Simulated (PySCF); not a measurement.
C2H5AlBrF, SMILES C[CH2][Al]([F])[Br]. Atoms are numbered in the order given.

```xyz
10

Al    -0.2451    -0.5087    -0.1124
F     -0.5052    -1.9140     0.7434
Br     0.8062     1.1554     0.9929
C     -0.8267    -0.3353    -1.9602
C     -1.5056    -1.5684    -2.5755
H      0.0604    -0.0367    -2.5494
H     -1.4942     0.5457    -2.0036
H     -2.4122    -1.8558    -2.0194
H     -0.8386    -2.4453    -2.5740
H     -1.8058    -1.3868    -3.6209
```

The structure is a stationary point at B3LYP-D3(BJ)/def2-SVP. The structure was generated by enumeration; whether it is a known compound was not checked. One conformer was computed; it need not be the lowest.

All values below come from B3LYP/pcSseg-1 (PySCF).

GIAO shieldings, no solvent; atoms alike by connectivity are averaged. δ = σ(ref) − σ: ¹⁹F against CFCl3 (σ = 161.7 ppm); ¹³C against TMS (σ = 181.3 ppm); ¹H against TMS (σ = 31.68 ppm), references at their B3LYP-D3(BJ)/def2-TZVP geometries, non-relativistic (without spin–orbit terms, shifts of atoms bonded to Cl or Br come out too high).

```json
[
 {"atoms": "F2", "nucleus": "¹⁹F", "count": "1", "δ (ppm)": "-137.7"},
 {"atoms": "C5", "nucleus": "¹³C", "count": "1", "δ (ppm)": "[?]"},
 {"atoms": "C4", "nucleus": "¹³C", "count": "1", "δ (ppm)": "7.4"},
 {"atoms": "H8, H9, H10", "nucleus": "¹H", "count": "3", "δ (ppm)": "[?]"},
 {"atoms": "H6, H7", "nucleus": "¹H", "count": "2", "δ (ppm)": "0.89"}
]
```

Task: What belongs in the gaps? (The exact figures need the calculation; the answer reports its results.)

Result: 
- C5, δ (ppm): 13.0
- H8, H9, H10, δ (ppm): 1.47
